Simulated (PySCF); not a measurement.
A geometry optimisation, step by step.

Compound: Ir(PF3)4 (doublet state).
Bonds: Ir1–P2, Ir1–P6, Ir1–P10, Ir1–P14, P2–F3, P2–F4, P2–F5, P6–F7, P6–F8, P6–F9, P10–F11, P10–F12, P10–F13, P14–F15, P14–F16, P14–F17.

Method: PBE0-D3(BJ)/def2-SVP geometry optimisation, gas phase, def2 core potentials past Kr in PySCF 2.14.0; unrestricted, density fitting, grid level 1; the optimiser is geomeTRIC in internal coordinates, started from a GFN2-xTB structure with every atom displaced at random (about 0.03 Å). 10 of its 14 geometries are shown. The frame can shift and turn from step to step; on so coarse a grid that alone can change the energy by a few meV, and forces under 0.02 eV/Å are noise.

Step 0: E = -72526.4481 eV, largest atomic force 3.843 eV/Å
```
atom  x, y, z in Å  |  force x, y, z in eV/Å
Ir1     0.032   -0.089    0.024   -1.425   1.065  -0.091
P2      0.229    0.334    2.249    1.212   1.347  -1.215
F3      1.538   -0.118    2.932    2.513  -0.668  -0.250
F4     -0.574   -0.333    3.351   -3.124  -1.827   1.294
F5      0.212    1.742    2.960   -0.291   1.038  -0.722
P6      2.166   -0.377   -0.491    2.828  -1.390   2.130
F7      2.958   -1.803   -0.436   -1.407   0.624   0.161
F8      3.348    0.366    0.350   -1.516  -0.112   0.186
F9      2.824    0.024   -1.823   -0.355   0.736  -2.216
P10    -1.317    1.735   -0.694   -1.872   1.795  -0.475
F11    -2.067    1.643   -2.110    0.809  -0.832   0.236
F12    -0.669    3.181   -1.006    0.338  -1.210   0.540
F13    -2.670    2.385   -0.020    1.594  -1.127   0.261
P14    -1.203   -1.703   -1.015    1.731  -0.683  -2.205
F15    -0.859   -2.284   -2.503    0.134   1.168   0.966
F16    -2.722   -1.556   -1.274   -1.356   0.702   0.094
F17    -1.254   -3.147   -0.432    0.187  -0.623   1.305
```

Step 1: E = -72527.5831 eV, largest atomic force 2.135 eV/Å
```
atom  x, y, z in Å  |  force x, y, z in eV/Å
Ir1     0.028   -0.078    0.024   -1.445   1.024  -0.124
P2      0.230    0.352    2.220    0.878   0.498  -0.840
F3      1.601   -0.112    2.836    0.452  -0.098   0.199
F4     -0.682   -0.366    3.258   -0.850  -0.404   0.409
F5      0.190    1.804    2.854   -0.157  -0.046  -0.171
P6      2.148   -0.380   -0.481    1.502  -0.805   1.286
F7      2.862   -1.823   -0.411   -0.587   0.651  -0.079
F8      3.260    0.383    0.403   -0.767  -0.263  -0.325
F9      2.726    0.045   -1.870   -0.111   0.213  -0.738
P10    -1.294    1.698   -0.666   -0.784   0.374  -0.027
F11    -2.002    1.542   -2.089    0.401  -0.202   0.264
F12    -0.599    3.109   -0.945   -0.032  -0.622   0.251
F13    -2.609    2.284    0.073    1.028  -0.552  -0.123
P14    -1.178   -1.674   -1.018    1.290  -0.208  -1.194
F15    -0.794   -2.190   -2.498   -0.189   0.491   0.747
F16    -2.714   -1.489   -1.262   -0.568   0.139   0.021
F17    -1.201   -3.105   -0.367   -0.061  -0.191   0.444
```

Step 3: E = -72527.9105 eV, largest atomic force 0.256 eV/Å
```
atom  x, y, z in Å  |  force x, y, z in eV/Å
Ir1     0.012   -0.048    0.014   -0.141   0.214  -0.009
P2      0.217    0.419    2.173    0.119  -0.065  -0.071
F3      1.553    0.010    2.922   -0.127   0.051   0.027
F4     -0.821   -0.268    3.151    0.018  -0.028   0.032
F5      0.074    1.894    2.728    0.019   0.025   0.010
P6      2.151   -0.422   -0.474   -0.098  -0.063   0.038
F7      2.797   -1.867   -0.421    0.039  -0.017   0.009
F8      3.255    0.347    0.359    0.018  -0.009  -0.002
F9      2.642   -0.027   -1.926   -0.003   0.005  -0.013
P10    -1.288    1.639   -0.622    0.121  -0.165  -0.058
F11    -1.976    1.525   -2.044   -0.035   0.048   0.023
F12    -0.591    3.045   -0.809    0.045   0.084  -0.025
F13    -2.538    2.145    0.200   -0.100  -0.016   0.057
P14    -1.084   -1.664   -1.051    0.151   0.019   0.063
F15    -0.685   -2.149   -2.502    0.007  -0.071  -0.039
F16    -2.638   -1.505   -1.300   -0.030   0.015  -0.005
F17    -1.108   -3.076   -0.337   -0.003  -0.026  -0.035
```

Step 4: E = -72527.9215 eV, largest atomic force 0.116 eV/Å
```
atom  x, y, z in Å  |  force x, y, z in eV/Å
Ir1     0.008   -0.033    0.008    0.021   0.101  -0.051
P2      0.203    0.442    2.164    0.015  -0.047   0.044
F3      1.526    0.060    2.944   -0.061  -0.004  -0.016
F4     -0.843   -0.249    3.134    0.061   0.028  -0.018
F5      0.043    1.923    2.701   -0.017   0.010   0.010
P6      2.147   -0.442   -0.464   -0.108  -0.011  -0.042
F7      2.780   -1.892   -0.398    0.002  -0.018   0.010
F8      3.261    0.321    0.359    0.021   0.018   0.016
F9      2.637   -0.067   -1.923    0.001  -0.017   0.045
P10    -1.300    1.647   -0.622    0.037  -0.009  -0.052
F11    -2.005    1.563   -2.037   -0.004   0.002   0.006
F12    -0.617    3.066   -0.789    0.008  -0.009  -0.004
F13    -2.552    2.124    0.220   -0.029  -0.015   0.039
P14    -1.041   -1.674   -1.062   -0.021  -0.023   0.058
F15    -0.622   -2.172   -2.503    0.042  -0.025  -0.035
F16    -2.596   -1.534   -1.331    0.025   0.010   0.005
F17    -1.059   -3.085   -0.343    0.008   0.010  -0.016
```

Step 6: E = -72527.9281 eV, largest atomic force 0.078 eV/Å
```
atom  x, y, z in Å  |  force x, y, z in eV/Å
Ir1     0.002    0.008   -0.011    0.052  -0.026  -0.015
P2      0.176    0.481    2.149   -0.065   0.011   0.021
F3      1.493    0.116    2.943    0.060  -0.019  -0.008
F4     -0.862   -0.229    3.112   -0.005   0.019  -0.018
F5     -0.012    1.959    2.686   -0.008  -0.010   0.007
P6      2.131   -0.466   -0.431    0.044   0.026  -0.029
F7      2.718   -1.931   -0.305   -0.030   0.000   0.018
F8      3.254    0.289    0.390   -0.011   0.003   0.000
F9      2.659   -0.158   -1.892    0.007  -0.012   0.021
P10    -1.328    1.669   -0.652   -0.052   0.053   0.024
F11    -2.057    1.594   -2.054    0.012  -0.022  -0.007
F12    -0.668    3.100   -0.814   -0.013  -0.036  -0.005
F13    -2.576    2.112    0.218    0.037   0.000  -0.020
P14    -0.973   -1.681   -1.071   -0.060   0.000  -0.013
F15    -0.486   -2.202   -2.485    0.018   0.020   0.012
F16    -2.521   -1.582   -1.393    0.021  -0.017  -0.003
F17    -0.978   -3.080   -0.330   -0.009   0.013   0.015
```

Step 7: E = -72527.9291 eV, largest atomic force 0.090 eV/Å
```
atom  x, y, z in Å  |  force x, y, z in eV/Å
Ir1    -0.001    0.031   -0.021    0.012  -0.051   0.007
P2      0.163    0.500    2.141   -0.041   0.031  -0.028
F3      1.484    0.133    2.928    0.062  -0.011   0.014
F4     -0.868   -0.221    3.101   -0.038  -0.005   0.006
F5     -0.032    1.972    2.691    0.002  -0.009   0.003
P6      2.127   -0.470   -0.404    0.085   0.024   0.012
F7      2.681   -1.943   -0.228   -0.014   0.003   0.007
F8      3.246    0.284    0.421   -0.016  -0.007  -0.010
F9      2.689   -0.209   -1.860    0.001   0.002  -0.006
P10    -1.343    1.677   -0.682   -0.047   0.013   0.045
F11    -2.080    1.579   -2.078    0.005  -0.019  -0.014
F12    -0.696    3.110   -0.864   -0.008  -0.006  -0.006
F13    -2.590    2.116    0.192    0.029   0.013  -0.028
P14    -0.948   -1.678   -1.071   -0.017   0.024  -0.031
F15    -0.418   -2.213   -2.465   -0.004   0.011   0.016
F16    -2.488   -1.600   -1.430   -0.002  -0.012  -0.009
F17    -0.957   -3.067   -0.311   -0.008  -0.002   0.021
```

Step 9: E = -72527.9307 eV, largest atomic force 0.038 eV/Å
```
atom  x, y, z in Å  |  force x, y, z in eV/Å
Ir1     0.006    0.034   -0.019   -0.013   0.012   0.006
P2      0.148    0.506    2.144    0.022  -0.001  -0.012
F3      1.466    0.127    2.934   -0.030   0.008   0.010
F4     -0.896   -0.213    3.093   -0.008  -0.008   0.010
F5     -0.043    1.975    2.703    0.006   0.006  -0.003
P6      2.144   -0.453   -0.379   -0.019   0.000   0.013
F7      2.697   -1.922   -0.178    0.014   0.002  -0.001
F8      3.251    0.316    0.448    0.007  -0.001   0.002
F9      2.722   -0.207   -1.831   -0.002   0.006  -0.010
P10    -1.347    1.660   -0.711    0.016  -0.035   0.000
F11    -2.073    1.510   -2.110   -0.004  -0.002  -0.003
F12    -0.709    3.090   -0.936    0.007   0.018  -0.004
F13    -2.598    2.121    0.141   -0.017   0.005   0.003
P14    -0.945   -1.674   -1.065    0.029   0.006   0.000
F15    -0.393   -2.230   -2.441   -0.005  -0.018  -0.004
F16    -2.477   -1.593   -1.454   -0.008   0.009  -0.005
F17    -0.980   -3.049   -0.282    0.005  -0.007  -0.002
```

Step 10: E = -72527.9308 eV, largest atomic force 0.054 eV/Å
```
atom  x, y, z in Å  |  force x, y, z in eV/Å
Ir1     0.010    0.035   -0.016   -0.008   0.024   0.007
P2      0.131    0.513    2.147    0.028  -0.017   0.013
F3      1.440    0.132    2.953   -0.053   0.010  -0.003
F4     -0.927   -0.200    3.086    0.011   0.002   0.002
F5     -0.061    1.984    2.702    0.002   0.009  -0.006
P6      2.155   -0.440   -0.362   -0.054  -0.005  -0.002
F7      2.715   -1.906   -0.151    0.017   0.000  -0.003
F8      3.255    0.339    0.464    0.014   0.006   0.008
F9      2.736   -0.199   -1.814   -0.002   0.006  -0.002
P10    -1.349    1.645   -0.729    0.032  -0.028  -0.019
F11    -2.066    1.469   -2.128   -0.004   0.004   0.003
F12    -0.717    3.076   -0.973    0.007   0.010  -0.001
F13    -2.605    2.114    0.110   -0.023  -0.003   0.012
P14    -0.933   -1.676   -1.063    0.024  -0.011   0.011
F15    -0.368   -2.248   -2.428    0.000  -0.016  -0.009
F16    -2.460   -1.593   -1.471    0.001   0.012   0.001
F17    -0.983   -3.045   -0.268    0.009  -0.002  -0.012
```

Step 12: E = -72527.9319 eV, largest atomic force 0.029 eV/Å
```
atom  x, y, z in Å  |  force x, y, z in eV/Å
Ir1     0.014    0.029   -0.009    0.009  -0.007   0.011
P2      0.097    0.524    2.152   -0.018  -0.006   0.022
F3      1.385    0.153    2.994    0.001  -0.004  -0.007
F4     -0.981   -0.179    3.077    0.010   0.014  -0.012
F5     -0.105    2.002    2.685   -0.003   0.001  -0.002
P6      2.164   -0.423   -0.344   -0.006   0.004  -0.012
F7      2.747   -1.880   -0.132   -0.002   0.000  -0.002
F8      3.256    0.372    0.480   -0.001   0.006   0.004
F9      2.739   -0.175   -1.798    0.002   0.001   0.010
P10    -1.348    1.624   -0.744   -0.002   0.017  -0.014
F11    -2.051    1.436   -2.150    0.004   0.001   0.001
F12    -0.723    3.058   -0.989   -0.004  -0.014   0.003
F13    -2.617    2.089    0.079    0.004  -0.007  -0.002
P14    -0.902   -1.692   -1.064   -0.013  -0.017  -0.001
F15    -0.323   -2.269   -2.422    0.007   0.012  -0.001
F16    -2.425   -1.610   -1.488    0.011  -0.006   0.005
F17    -0.955   -3.059   -0.267    0.001   0.006  -0.006
```

Step 13: E = -72527.9319 eV, largest atomic force 0.026 eV/Å
```
atom  x, y, z in Å  |  force x, y, z in eV/Å
Ir1     0.015    0.027   -0.004    0.005  -0.015   0.013
P2      0.068    0.535    2.157   -0.023   0.002   0.011
F3      1.342    0.168    3.020    0.015  -0.006  -0.002
F4     -1.025   -0.161    3.069    0.006   0.011  -0.010
F5     -0.140    2.016    2.675   -0.002   0.000   0.001
P6      2.172   -0.407   -0.322    0.005   0.004  -0.009
F7      2.767   -1.858   -0.103   -0.005  -0.001  -0.001
F8      3.253    0.401    0.503   -0.004   0.002   0.002
F9      2.751   -0.159   -1.774    0.003   0.001   0.007
P10    -1.350    1.606   -0.764   -0.005   0.019  -0.008
F11    -2.038    1.401   -2.174    0.003   0.002   0.000
F12    -0.733    3.042   -1.015   -0.004  -0.012   0.004
F13    -2.630    2.069    0.044    0.005  -0.005  -0.004
P14    -0.876   -1.703   -1.066   -0.017  -0.014  -0.002
F15    -0.278   -2.281   -2.414    0.007   0.018   0.001
F16    -2.393   -1.629   -1.509    0.010  -0.010   0.004
F17    -0.932   -3.068   -0.265    0.001   0.003  -0.005
```

Problem. Summarise the path.

Solution. The energy falls by 1.4838 eV from step 0 to step 13; nine tenths of that is first reached at step 2. It never rises by more than 0.2 meV. The largest force goes from 3.843 to 0.026 eV/Å. Among the bonds Ir1–P10 changes most, from 2.379 to 2.221 Å; the atoms move by 0.244 Å rms after alignment.

Problem. Follow the three bonds and two angles with the largest change from start to end.

Solution. 
```csv
step,E above end (eV),largest force (eV/Å),Ir1–P10 (Å),P2–F4 (Å),Ir1–P14 (Å),Ir1–P2–F4 (°),P6–Ir1–P14 (°)
0,1.4838,3.843,2.379,1.518,2.282,125.7,108.9
1,0.3488,2.135,2.319,1.557,2.256,120.7,108.2
2,0.0490,0.396,2.197,1.579,2.224,117.4,105.7
3,0.0214,0.256,2.222,1.583,2.224,116.7,104.3
4,0.0105,0.116,2.221,1.585,2.222,116.4,102.5
5,0.0061,0.077,2.222,1.585,2.221,116.4,100.9
6,0.0038,0.078,2.223,1.584,2.220,116.4,99.7
7,0.0028,0.090,2.225,1.583,2.218,116.5,98.9
8,0.0018,0.054,2.225,1.583,2.218,116.6,99.2
9,0.0012,0.038,2.225,1.584,2.217,116.5,99.6
10,0.0011,0.054,2.224,1.584,2.217,116.4,99.9
11,0.0005,0.047,2.223,1.585,2.217,116.3,100.0
12,0.0000,0.029,2.222,1.585,2.217,116.3,99.8
13,0.0000,0.026,2.221,1.584,2.217,116.4,99.7
```

What follows is the cost of the whole optimisation. The run took 41 min on an Arm Neoverse V1 with one thread, no GPU, on a shared host, and the process peaked at 2.0 GiB of memory.

Caution for open-shell metal species: one SCF solution and one stationary point were followed, and a lower state or a bent or distorted shape isn't ruled out.
